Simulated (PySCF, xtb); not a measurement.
AsH₂, SMILES [AsH2], multiplicity 2.

Harmonic wavenumbers (cm⁻¹) from GFN2-xTB (xtb) at its own minimum, in rising order: 1029, 1923, 1927.

**Question.** What does PBE0-D3(BJ)/def2-TZVPD in PySCF give at its own minimum? (Estimate from the structure and the level; the computed values follow.)

**Answer.** 1001, 2197, 2209. Paired by order, the mean absolute difference is 195 cm⁻¹ and the zero-point energies are 7.0 and 7.7 kcal/mol.
